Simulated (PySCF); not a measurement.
Electric field gradients and quadrupole coupling constants

Species: C₃H₆F₄OSi.
Structure used (GFN2-xTB), in Å, numbered top down from 1:
```
atom  x, y, z in Å
F1     2.942    1.312    0.369
C2     1.735    1.027   -0.240
Si3    1.042   -0.625    0.443
C4    -0.331   -1.185   -0.788
O5    -1.137   -0.090   -1.296
C6    -1.988    0.430   -0.451
F7    -1.407    1.031    0.618
F8    -2.849   -0.453    0.088
F9    -2.713    1.363   -1.054
H10    1.937    0.992   -1.315
H11    1.083    1.881   -0.037
H12    0.514   -0.457    1.795
H13    2.062   -1.673    0.385
H14    0.097   -1.610   -1.694
H15   -0.992   -1.935   -0.350
```

Field gradients from the PBE0/pcSseg-1 density (PySCF, non-relativistic), principal values in atomic units, ordered |Vxx| ≤ |Vyy| ≤ |Vzz|:

| atom | Vxx | Vyy | Vzz |
| --- | --- | --- | --- |
| O5 | -0.1183 | -1.7874 | 1.9057 |

Q: Find the asymmetry η = (Vxx − Vyy)/Vzz and the couplings χ = eQV/h (234.96 MHz × Q in barn × V in au), with Q(17O) = −0.0256 b.

A: 
| atom | environment | nucleus | η | χzz (MHz) | χxx (MHz) | χyy (MHz) |
| --- | --- | --- | --- | --- | --- | --- |
| O5 | ether oxygen | 17O | 0.88 | -11.46 | 0.71 | 10.75 |

The tensor is traceless: Vxx + Vyy + Vzz = 0.

Q: What is Vzz at O5 in SI units (1 au = 9.71736 × 10²¹ V/m²)?

A: 1.9057 au = 18.519 × 10²¹ V/m².

Q: And the gradient at the other heavy atoms, for which no coupling is worked out here?

A: 
```json
{"atom": "F1", "environment": "alkyl fluorine", "Vzz (au)": "3.205", "η": "0.03"}
{"atom": "C2", "environment": "sp3 C–F carbon", "Vzz (au)": "0.557", "η": "0.06"}
{"atom": "Si3", "environment": "SiH2 silicon", "Vzz (au)": "0.250", "η": "0.55"}
{"atom": "C4", "environment": "sp3 carbon bound to oxygen", "Vzz (au)": "0.576", "η": "0.14"}
{"atom": "C6", "environment": "CF3 carbon", "Vzz (au)": "-0.207", "η": "0.07"}
{"atom": "F7", "environment": "fluorine of a CF3 group", "Vzz (au)": "2.851", "η": "0.04"}
{"atom": "F8", "environment": "fluorine of a CF3 group", "Vzz (au)": "2.895", "η": "0.04"}
{"atom": "F9", "environment": "fluorine of a CF3 group", "Vzz (au)": "2.998", "η": "0.03"}
```

Q: What couplings would deuterons (Q(2H) = 0.00286 b) have in place of the hydrogens, at this geometry?

A: 
```json
{"atom": "H10", "bonded to": "C2", "bond length (Å)": "1.095", "Vzz (au)": "0.2942", "η": "0.09", "χzz (kHz)": "198"}
{"atom": "H11", "bonded to": "C2", "bond length (Å)": "1.093", "Vzz (au)": "0.2940", "η": "0.09", "χzz (kHz)": "198"}
{"atom": "H12", "bonded to": "Si3", "bond length (Å)": "1.461", "Vzz (au)": "0.1617", "η": "0.02", "χzz (kHz)": "109"}
{"atom": "H13", "bonded to": "Si3", "bond length (Å)": "1.464", "Vzz (au)": "0.1604", "η": "0.01", "χzz (kHz)": "108"}
{"atom": "H14", "bonded to": "C4", "bond length (Å)": "1.089", "Vzz (au)": "0.3044", "η": "0.10", "χzz (kHz)": "205"}
{"atom": "H15", "bonded to": "C4", "bond length (Å)": "1.091", "Vzz (au)": "0.2965", "η": "0.12", "χzz (kHz)": "199"}
```

The structure is a single GFN2-xTB conformer in the gas phase; no vibrational or solvent corrections. GFN2-xTB bond lengths can be off by several hundredths of an ångström, more for odd bonds, and the gradients follow them. With so small a basis the couplings can be 20 % off.

The run behind these numbers computed NMR shieldings as well. Hardware: Intel Xeon Platinum 8259CL at 2.50 GHz, one thread (shared host). Cost: 50 s wall, 0.83 GiB resident at most.
